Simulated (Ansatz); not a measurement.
Abridged output of a molecular run in Ansatz:

```
Functional definition: HF
1214 factors; integrals over basis functions are off by at most 8.6e-4 eV
mean field evaluation 1: about -12487.5840 eV, gradient 4.3e1 eV
mean field evaluation 2: about -12487.8779 eV, gradient 4.4e1 eV
mean field evaluation 4: about -12492.0054 eV, gradient 4.8e0 eV
mean field evaluation 8: about -12492.0879 eV, gradient 5.0e-1 eV
mean field -12492.08870006 eV, -459.0757922853 hartree, gradient 2.6e-6 eV, S^2 0.000000; 0 other end points of the search recorded, 0 dependent functions left out
8 core orbitals not correlated: weight in the atoms' cores, before any rotation towards them, 1.000 or more for the frozen orbitals, at most 0.000 for the correlated occupied ones
reference -12492.08870006 eV, -459.0757922853 hartree; 12, 12 occupied and 185, 185 virtual orbitals, 1214 factors
second order -20.10106170 eV of doubles, -0.00000000 eV of singles
cycle   1  -20.16124685 eV  change   -6.0e-2 eV  update   1.1e-1
cycle   2  -20.69552582 eV  change   -5.3e-1 eV  update   3.4e-2
cycle   3  -20.83472272 eV  change   -1.4e-1 eV  update   1.8e-2
cycle   4  -20.82069531 eV  change    1.4e-2 eV  update   4.8e-3
cycle   5  -20.81948401 eV  change    1.2e-3 eV  update   2.6e-3
cycle   6  -20.82063292 eV  change   -1.1e-3 eV  update   8.3e-4
cycle   7  -20.82013089 eV  change    5.0e-4 eV  update   3.4e-4
cycle   8  -20.82004263 eV  change    8.8e-5 eV  update   1.0e-4
cycle   9  -20.82007848 eV  change   -3.6e-5 eV  update   4.5e-5
cycle  10  -20.82006525 eV  change    1.3e-5 eV  update   1.7e-5
perturbative correction -0.86684128 eV, -0.0318558294 hartree
Total energy: -12513.77560658 eV, -459.8727714002 hartree
```

Its atoms:

```xyz
9

N    -0.727    0.569   -1.240
C    -0.149    0.602    0.034
O     1.299    0.173    0.162
Si    0.319   -0.831    1.039
H    -0.333    1.262   -1.865
H    -0.693   -0.339   -1.681
H    -0.267    1.573    0.510
H     0.423   -0.801    2.517
H     0.128   -2.208    0.525
```

**Question.** Which basis set was used?
A. cc-pV(Q+d)Z
B. def2-QZVPP
C. def2-SVP
D. def2-TZVPP

**Answer.** D. It gives 205 functions.

**Question.** Write the keys of the input that set method, charge and spin (a neutral closed shell needs none for the last two).

**Answer.** 
```yaml
correlation: {method: ccsd_t}
```
